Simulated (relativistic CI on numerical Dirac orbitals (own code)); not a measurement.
## Rh+: L2,3 absorption edge

Computed with this model: Dirac-Coulomb-Breit CI, orbitals from a KLI potential per configuration, QED by a radiative potential, multiplet model of core-to-valence dipole absorption, unscaled Slater integrals; configurations [Kr] 4d8 → [He] 2s2 2p5 3s2 3p6 3d10 4s2 4p6 4d9; 80 K; Lorentzian 1.6 eV and Gaussian 0.5 eV FWHM. Energies are those of the free ion, without screening or charge transfer. The branching ratio is the share of the lower-energy edge in the whole absorption, uncertain by about 0.02 where the edges overlap. S is read from ⟨S²⟩ = S(S + 1).

Field parameters in Wybourne normalisation: Oh B⁴₀ = 21Dq, B⁴₄ = √(5/14) B⁴₀. The field is a parameter set, without covalency.

Case Oh, 10Dq = 7750 cm⁻¹, the dichroism is that of the ground state at zero temperature, magnetised by exchange field 10 meV on Sz. The dichroism I(Δm = −1) − I(Δm = +1), over the sum of the three polarisations, integrates to -0.2028 on the lower edge and 0.0655 on the upper edge. The branching ratio is 0.780.

(1) Use the orbital sum rule with 2 holes to get ⟨Lz⟩.

Results:

(1) For a p → d edge ⟨Lz⟩ = 2 × n_h × (sum of both integrals) in this sign convention = -0.55; the ground state itself has ⟨Lz⟩ = -0.52 and ⟨Sz⟩ = -0.98. The rule assumes one radial integral for both edges, which relativistic orbitals only approach.
